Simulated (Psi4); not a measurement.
Torsional profile of SMILES CO[SiH2][Si](C)(C)C (C₄H₁₄OSi₂). Scanned: dihedral C1–O2–Si3–Si4; all other coordinates were relaxed at GFN2-xTB. Points at φ and −φ are mirror images.

Geometry of the scan point at 150° (Å):
```
21

C      3.4733     0.4690    -0.2635
O      2.0984     0.2680    -0.1909
Si     1.1851    -0.1539     1.0903
Si    -0.8359     0.8603     0.6037
C     -2.1064     0.3649     1.9418
C     -1.5601     0.3446    -1.0924
C     -0.7147     2.7743     0.6154
H      3.6907     1.0254    -1.1766
H      3.8328     1.0358     0.5983
H      4.0029    -0.4873    -0.2940
H      1.8344     0.3448     2.3198
H      1.2404    -1.6182     1.2546
H     -1.7786     0.6665     2.9318
H     -2.2575    -0.7101     1.9638
H     -3.0731     0.8258     1.7637
H     -1.7553    -0.7236    -1.1263
H     -2.4960     0.8548    -1.3054
H     -0.8689     0.5745    -1.8980
H     -1.6725     3.2425     0.4028
H     -0.0060     3.1247    -0.1296
H     -0.3795     3.1407     1.5820
```

Computed with PBE-D3(BJ)/def2-SVP // GFN2-xTB in Psi4 1.11.

Scanned values (°): -150, -120, -90, -60, -30, 0, 30, 60, 90, 120, 150, 180.

Question: Locate the minima and the barriers on this grid.

Answer: Lower than their neighbours: -60° (4.1 kJ/mol), 60° (4.1 kJ/mol), 180° (0.0 kJ/mol). Higher than their neighbours: -120° (5.2 kJ/mol), 0° (7.4 kJ/mol), 120° (5.2 kJ/mol). The whole profile spans 7.4 kJ/mol.
